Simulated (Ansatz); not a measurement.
Several settings on one geometry of `[SeH]CCCCc1ccc(-c2ccc(-c3cccs3)s2)s1` (that of the charge 0 singlet, r2SCAN-D4/def2-SVP). Ansatz on 2 threads of AMD EPYC 7R13 on a shared host and a share (18 GiB) of an NVIDIA H100 80GB HBM3; times are rough.

Cartesian coordinates in Å:
```
Se 5.8741 1.7389 1.1195
C 6.3662 0.2630 -0.0942
C 5.6568 -1.0628 0.1639
C 4.1296 -1.0186 0.1760
C 3.5159 -0.4706 -1.1190
C 2.0219 -0.5267 -1.1448
C 1.1960 -1.2662 -1.9651
C -0.1851 -1.0884 -1.6931
C -0.4284 -0.2061 -0.6518
C -1.6854 0.2245 -0.0939
C -1.9289 1.1538 0.9098
C -3.2987 1.3185 1.2065
C -4.1323 0.5219 0.4327
C -5.5736 0.4465 0.4654
C -6.4630 1.3213 1.0763
C -7.8193 0.9360 0.9225
C -7.9668 -0.2233 0.1945
S -6.4421 -0.8603 -0.2973
S -3.1899 -0.4394 -0.6781
S 1.0803 0.3983 -0.0112
H 6.3043 1.0354 2.3393
H 6.1310 0.6648 -1.0924
H 7.4580 0.1374 -0.0488
H 6.0092 -1.4781 1.1247
H 5.9982 -1.7724 -0.6148
H 3.7871 -0.3994 1.0234
H 3.7414 -2.0357 0.3550
H 3.8888 -1.0455 -1.9851
H 3.8473 0.5737 -1.2679
H 1.5844 -1.9193 -2.7503
H -0.9872 -1.5855 -2.2435
H -1.1254 1.6938 1.4167
H -3.6775 1.9894 1.9799
H -6.1385 2.2225 1.6000
H -8.6630 1.4994 1.3270
H -8.8855 -0.7407 -0.0818
```

Totals from different functionals, basis sets or treatments of relativity can't be compared as stabilities.

DK, ANO-RCC and x2c sets are all-electron and run with scalar relativity unless a key says otherwise. The 6-31G sets use Cartesian d functions.

**Question.** Give the basis size and estimate the energy, ⟨S²⟩, dipole and time of these runs.

```
run                           method  charge    state                                                                                            further keys
  1                  RKS BHLYP/6-31G       0  singlet         fitting: {mean_field: cc-pVTZ-jkfit}; scf: {omitted_lower_state_checks: [starts]}; forces asked
  2               UKS PBE/cc-pVTZ-DK       0  singlet                fitting: {mean_field: def2-universal-jkfit}; scf: {omitted_lower_state_checks: [starts]}
  3  UKS revPBE-D3(BJ)-ATM/def2-SVPD       0  singlet  fitting: {mean_field: def2-universal-jkfit}; scf: {omitted_lower_state_checks: [starts]}; forces asked
```

**Answer.** 
| run | functions | energy (Eh) | ⟨S²⟩ | dipole (D) | wall time |
| --- | --- | --- | --- | --- | --- |
| 1 | 244 | -4214.3072 | – | 1.55 | 4 s |
| 2 | 849 | -4245.9351 | 0.00 | – | 9.6 s |
| 3 | 570 | -4213.9379 | 0.00 | 1.65 | 6 s |
